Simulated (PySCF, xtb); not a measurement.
C2H6BClS, SMILES CSB(C)Cl.

Coordinates come from a PBE0-D3(BJ)/def2-SVP optimisation. This is a generated structure with no PubChem entry under its InChIKey; it may be hypothetical. The values are those of a single conformer.

Computed with PySCF with C-PCM-M06-2X/def2-SVP.

The values are the electrostatic part of the solvation free energy, E(continuum) − E(gas) at the gas-phase geometry, in a cavity of scaled van der Waals radii (PySCF's table); cavitation and dispersion terms are not included. In vacuum the orbital gap is 8.91 eV. The dipole moment in vacuum is 2.86 D.

Computed values in water (ε = 78.36), dichloromethane (ε = 8.93), n-hexane (ε = 1.88):
```json
[
 {"solvent": "water", "ε": "78.36", "ΔG(elec) (kcal/mol)": "-3.2", "dipole (D)": "3.80", "gap (eV)": "8.95"},
 {"solvent": "dichloromethane", "ε": "8.93", "ΔG(elec) (kcal/mol)": "-2.8", "dipole (D)": "3.68", "gap (eV)": "8.94"},
 {"solvent": "n-hexane", "ε": "1.88", "ΔG(elec) (kcal/mol)": "-1.4", "dipole (D)": "3.24", "gap (eV)": "8.93"}
]
```

For comparison, GFN2-xTB/ALPB(water) (xtb, at the GFN2-xTB geometry, all terms of that model) gives -2.0 kcal/mol.
